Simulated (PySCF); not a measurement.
Hexamethyldisilane, C6H18Si2, SMILES C[Si](C)(C)[Si](C)(C)C, singlet, GFN2-xTB optimised geometry.

```
26

C     -2.35     1.09     0.01
Si    -0.43     1.09     0.00
C      0.12     2.08    -1.54
C      0.14     2.08     1.54
Si     0.43    -1.09     0.00
C      2.35    -1.09     0.00
C     -0.13    -2.08    -1.54
C     -0.13    -2.08     1.54
H     -2.74     0.58     0.89
H     -2.74     0.58    -0.87
H     -2.75     2.10     0.01
H     -0.27     3.09    -1.54
H      1.21     2.15    -1.59
H     -0.21     1.60    -2.46
H     -0.27     3.09     1.54
H     -0.18     1.60     2.46
H      1.22     2.16     1.57
H      2.75    -2.10     0.00
H      2.74    -0.58    -0.88
H      2.74    -0.58     0.87
H     -1.21    -2.15    -1.58
H      0.20    -1.60    -2.46
H      0.26    -3.09    -1.54
H     -1.21    -2.15     1.58
H      0.20    -1.59     2.46
H      0.27    -3.09     1.54
```

Density from CAM-B3LYP/def2-SVP (PySCF 2.14.0) at that geometry.

Minimum of the electron density along straight lines between bonded atoms, close to the bond critical point (lines longer than 1.1 times the sum of covalent radii, or with two minima, are not listed):

| bond | length / Å | ρ at the minimum / e bohr⁻³ | ∇²ρ there / e bohr⁻⁵ | position (fraction from the first atom) |
|---|---|---|---|---|
| C1–Si2 | 1.915 | 0.108 | 0.31 | 0.62 |
| Si2–C3 | 1.915 | 0.108 | 0.31 | 0.38 |
| Si2–C4 | 1.915 | 0.108 | 0.31 | 0.38 |
| Si5–C6 | 1.915 | 0.108 | 0.31 | 0.38 |
| Si5–C7 | 1.915 | 0.108 | 0.31 | 0.38 |
| Si5–C8 | 1.915 | 0.108 | 0.31 | 0.38 |
| C1–H9 | 1.086 | 0.272 | -0.98 | 0.63 |
| C1–H10 | 1.086 | 0.272 | -0.98 | 0.63 |
| C1–H11 | 1.087 | 0.271 | -0.98 | 0.63 |
| C3–H12 | 1.087 | 0.271 | -0.98 | 0.63 |
| C3–H13 | 1.086 | 0.272 | -0.98 | 0.63 |
| C3–H14 | 1.086 | 0.272 | -0.98 | 0.63 |
| C4–H15 | 1.087 | 0.271 | -0.98 | 0.63 |
| C4–H16 | 1.086 | 0.272 | -0.98 | 0.63 |
| C4–H17 | 1.086 | 0.272 | -0.98 | 0.63 |
| C6–H18 | 1.087 | 0.271 | -0.98 | 0.63 |
| C6–H19 | 1.086 | 0.272 | -0.98 | 0.63 |
| C6–H20 | 1.086 | 0.272 | -0.98 | 0.63 |
| C7–H21 | 1.086 | 0.272 | -0.98 | 0.63 |
| C7–H22 | 1.086 | 0.272 | -0.98 | 0.63 |
| C7–H23 | 1.087 | 0.271 | -0.98 | 0.63 |
| C8–H24 | 1.086 | 0.272 | -0.98 | 0.63 |
| C8–H25 | 1.086 | 0.272 | -0.98 | 0.63 |
| C8–H26 | 1.087 | 0.271 | -0.98 | 0.63 |
